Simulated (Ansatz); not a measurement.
Basis-set series for `[CH3][SnH2][I]`. The species carries charge 0 and has multiplicity 1. Sn, I: def2 effective core potential. Geometry: relaxed with PBE0-D4/def2-TZVP.

```
functional       basis  functions  energy (Eh)  HOMO (eV)  LUMO (eV)
   PBE0-D4    def2-SVP         91   -553.07910      -7.27      -0.91
   PBE0-D4  def2-QZVPP        371   -553.15058      -7.38      -1.10
   ωB97M-V    def2-SVP         91   -552.99987      -9.36       0.93
   ωB97M-V  def2-QZVPP        371   -553.07730      -9.49       0.47
```

Task: Give the rows for def2-TZVPP. (Best estimate.)

Result: Computed: 
| functional | basis | functions | energy (Eh) | HOMO (eV) | LUMO (eV) |
| --- | --- | --- | --- | --- | --- |
| PBE0-D4 | def2-TZVPP | 201 | -553.14474 | -7.36 | -1.05 |
| ωB97M-V | def2-TZVPP | 201 | -553.07132 | -9.48 | 0.66 |

Positive LUMOs are unbound and depend on the basis.
